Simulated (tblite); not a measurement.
C6H5FN (doublet state).
SMILES with atom numbers: `[CH2:1]=[C:2][c:3]1[cH:4][c:5]([F:6])[cH:7][nH:8]1` (hydrogens: H9, H10 on C1; H11 on C4; H12 on C7; H13 on N8)

The geometry is computed with GFN2-xTB (gas phase). This method treats the open shell by occupation alone, without spin polarisation.

Question: What internal coordinates does the optimisation give?

Answer: 
| bond | length (bohr) | order |
| --- | --- | --- |
| C1=C2 | 2.437 | double |
| C2–C3 | 2.538 | single |
| C3–C4 | 2.683 | aromatic |
| C4–C5 | 2.622 | aromatic |
| C5–F6 | 2.538 | single |
| C5–C7 | 2.608 | aromatic |
| C7–N8 | 2.577 | aromatic |
| C3–N8 | 2.619 | aromatic |
| C1–H9, C1–H10 | 2.049 | single |
| C4–H11 | 2.021 | single |
| C7–H12 | 2.022 | single |
| N8–H13 | 1.899 | single |

Bonds in one row agree within 0.02 bohr and their mean is given. Orders are formal, as drawn. A selection of angles:
| angle | degrees |
| --- | --- |
| C1–C2–C3 | 178.4 |
| C2–C3–C4 | 129.0 |
| C2–C3–N8 | 124.2 |
| C4–C3–N8 | 106.8 |
| C3–C4–C5 | 106.1 |
| C4–C5–F6 | 125.5 |
| C4–C5–C7 | 110.0 |
| F6–C5–C7 | 124.5 |
| C5–C7–N8 | 107.0 |
| C3–N8–C7 | 110.1 |
| H13–N8–C7 | 125.5 |
| H13–N8–C3 | 124.4 |

C4 (carbon bonded to 2 C and H) is planar (angles 127.8°, 126.0° and 106.1°, sum 360.0°, 0.00 Å off the plane of its three neighbours). The C–C distances run from 1.290 Å (C1=C2, drawn double) to 1.420 Å (C3–C4, aromatic), a spread of 0.130 Å. C5 (carbon bonded to 2 C and F) is planar (angles 125.5°, 124.5° and 110.0°, sum 360.0°, 0.00 Å off the plane of its three neighbours). The 5-membered ring C3–C4–C5–C7–N8 has internal angles of 106.1° to 110.1° (sum 540°, against 540° for a flat polygon); it is planar, 0.00 Å rms from its mean plane, widest ring torsion 0°. N8 (nitrogen bonded to 2 C and H) is planar (angles 125.5°, 124.4° and 110.1°, sum 360.0°, 0.00 Å off the plane of its three neighbours). C3 (carbon bonded to 2 C and N) is planar (angles 129.0°, 124.2° and 106.8°, sum 360.0°, 0.00 Å off the plane of its three neighbours). C1 (carbon bonded to C and 2 H) is planar (angles 122.6°, 122.6° and 114.8°, sum 360.0°, 0.00 Å off the plane of its three neighbours).

Point group: Cs (tolerance 0.08 Å). Its GFN2-xTB frequencies are all real (lowest 98 cm⁻¹).

Time: 0.26 s. Hardware: an Arm Neoverse V2 with one thread, no GPU, shared host. These figures are those of the optimisation.
